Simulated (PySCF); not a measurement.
## Working out the ionisation energy of P+

P+ [Ne] 3s2 3p2 (3P) → P(2+) [Ne] 3s2 3p1 (2P). Calculation: PySCF 2.14, in cc-pVDZ-DK (4s3p1d, 18 functions); scalar relativity by spin-free X2C-1e. Frozen: [Ne]. Energies in hartree (1 hartree = 27.21139 eV):

```
            part   P+ (lower)  P(2+) (upper)
             UHF  -341.158774    -340.454370
CCSD correlation    -0.069854      -0.057834
             (T)    -0.000909      -0.000590
```

Task: What does Hartree-Fock give?

Result: (-340.454370) − (-341.158774) = 0.704404 hartree = 19.168 eV.

Task: What do CCSD and CCSD(T) give?

Result: The CCSD correlation energies differ by 0.012020 hartree = 0.327 eV and the triples by 0.000319 hartree = 0.009 eV, so CCSD gives 19.495 eV and CCSD(T) 19.504 eV.

Reference: 19.769 eV (semi-empirical (NIST evaluation); NIST Atomic Spectra Database, ionization energies), between the lowest levels; spin-orbit coupling is absent from the calculation.

A double-zeta basis recovers only part of the correlation energy.

What remains against the reference includes basis incompleteness, the frozen core and higher excitations.
